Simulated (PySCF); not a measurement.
Simulation results for CH₃FSi₂, AlFH₂NSi, F₂HSi

All values are calculated (PySCF 2.14.0). Calculation on a computer-drawn molecule: the log of a Hartree-Fock and frozen-core CCSD(T) single point meant for a local Hartree-Fock minimum, with one planted fault or none, to be diagnosed. Offsets are logged minus clean, where the clean run is the same molecule without the fault. The reference is restricted for singlets and unrestricted otherwise, and also for a bond in bohr or an excited solution. Adding or removing an electron swaps singlet and doublet. The excited solution moves the top pair (singlet) or top alpha electron (doublet) to the lowest empty orbital. Highest occupied and lowest empty are orbital energies over both spins, largest force is the largest gradient component, triples share is (T) over the correlation energy, the T1 limit is 0.02 restricted and 0.045 unrestricted, electrons count all cores, a negative frequency is imaginary (commonest isotopes), and the dipole is about the centre of nuclear charge.

Common to all runs: meant basis cc-pV(D+d)Z; logged SCF converged yes; logged spin squared 0; possible faults no fault, one electron removed, one electron added, multiplicity raised by two, geometry at a saddle point, SCF held on an excited solution, minimal basis STO-3G, one bond length entered in bohr, all coordinates scaled.

(1) CH₃FSi₂

Logged structure:
```xyz
7
CH3FSi2
F     -1.4085    -0.0442    -2.0849
Si    -0.4836     1.0498    -1.3862
C      1.1968     0.9344    -1.2014
Si     2.2533    -0.4701    -1.7710
H     -1.3841     2.1250    -0.9627
H      1.6634     1.7794    -0.6977
H      1.1329    -1.3091    -2.3669
```

- meant charge: 0
- meant multiplicity: 1
- logged electrons: 46
- logged basis functions: 89
- logged highest occupied: -8.2328 eV
- logged lowest empty: 0.79966 eV
- logged largest force: 1.147e-05 hartree/bohr
- logged lowest frequency: 145.12 cm⁻¹
- logged T1 diagnostic: 0.015392
- logged D1 diagnostic: 0.039959
- logged triples share: 0.030061
- logged CC converged: yes
- logged dipole magnitude: 3.6098 debye
- logged SCF stable within its kind: yes
- logged energy HF: -716.8864 hartree
- logged energy CCSD(T): -717.43805 hartree
- planted fault: no fault
- HF energy offset from clean run: 0 kcal/mol
- CCSD(T) energy offset from clean run: 0 kcal/mol

Drawn bonds:
| atom | other atom | order |
| --- | --- | --- |
| 1 | 2 | 1 |
| 2 | 3 | 2 |
| 3 | 4 | 1 |
| 2 | 5 | 1 |
| 3 | 6 | 1 |
| 4 | 7 | 1 |

(2) AlFH₂NSi

Logged structure:
```xyz
6
AlFH2NSi
F     -1.2519     1.0845    -1.1289
Si    -0.9802    -0.0094    -0.0353
N      0.0463     0.1978     1.1393
Al     1.1639     0.5688     2.3194
H     -1.8014    -1.1763    -0.2931
H      2.1900     0.8828     3.4211
```

* meant charge: 1
* meant multiplicity: 1
* logged electrons: 44
* logged basis functions: 84
* logged highest occupied: -9.4371 eV
* logged lowest empty: -11.11 eV
* logged largest force: 0.14749 hartree/bohr
* logged CC converged: no
* logged dipole magnitude: 5.5942 debye
* logged SCF stable within its kind: no
* logged energy HF: -685.18937 hartree
* planted fault: SCF held on an excited solution
* HF energy offset from clean run: 343.2 kcal/mol

Drawn bonds:
| atom | other atom | order |
| --- | --- | --- |
| 1 | 2 | 1 |
| 2 | 3 | 2 |
| 3 | 4 | 1 |
| 2 | 5 | 1 |
| 4 | 6 | 1 |

Notes: CCSD not converged.

(3) F₂HSi

Logged structure:
```xyz
4
F2HSi
F     -1.8542    -1.7763    -4.3793
Si    -0.7455    -1.0188    -3.4987
F     -1.1570     0.5331    -3.4733
H     -0.8172    -1.5381    -2.1197
```

- meant charge: 0
- meant multiplicity: 2
- logged electrons: 34
- logged basis functions: 56
- logged highest occupied: -0.47402 eV
- logged lowest empty: 10.728 eV
- logged largest force: 0.12075 hartree/bohr
- logged T1 diagnostic: 0.011572
- logged D1 diagnostic: 0.026306
- logged triples share: 0.015216
- logged CC converged: yes
- logged dipole magnitude: 2.5738 debye
- logged SCF stable within its kind: yes
- logged energy HF: -488.46089 hartree
- logged energy CCSD(T): -488.95663 hartree
- planted fault: one electron added
- HF energy offset from clean run: 8.559 kcal/mol
- CCSD(T) energy offset from clean run: -5.455 kcal/mol

Drawn bonds:
| atom | other atom | order |
| --- | --- | --- |
| 1 | 2 | 1 |
| 2 | 3 | 1 |
| 2 | 4 | 1 |
